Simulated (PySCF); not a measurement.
# Ionising RuF

TPSSh; basis Ru def2-TZVPPD with ECP28, F def2-TZVPPD; scalar-relativistic core potentials; PySCF 2.14. Neutral (UKS): quartet (σ ↑, π ↑, δ ↑), Re = 1.899 Å, ωe = 570 cm⁻¹, De = 4.15 eV, HOMO -4.94 eV, LUMO -3.09 eV.

RuF⁺ (UKS): quintet (σ ↑, π ↑↑, δ ↑), Re = 1.817 Å, ωe = 703 cm⁻¹, De = 3.70 eV to Ru⁺ (4d7) + F. The energies at the minima are -194.69376 hartree for RuF and -194.40135 for RuF⁺.

Question: Work out the adiabatic ionisation energy, without and with harmonic zero-point energies (1 hartree = 27.2114 eV, 1 eV = 8065.5 cm⁻¹), and the change of the bond length.

Answer: At TPSSh: 0.29241 hartree = 7.957 eV between the minima; the zero-point term (703.0 − 570.0)/2 cm⁻¹ = +0.008 eV makes it 7.965 eV. Re changes by -8.2 pm against the neutral. The electron leaves a π orbital; in so polar a molecule the change of length follows mostly from the change of the ionic charges.

The metal atom is held in its measured ground configuration; semilocal functionals can put another filling of s and d lower by some tenths of an eV, and De to that atom would be smaller. These are scalar-relativistic numbers at best; spin–orbit coupling would shift them, the dissociation energy most. For an ion De counts to the pair picked by the measured ionisation energies or electron affinities, which need not be the lowest pair at this level. With d or f electrons several states lie close, and the lowest PBE0 determinant need not be the measured ground state.
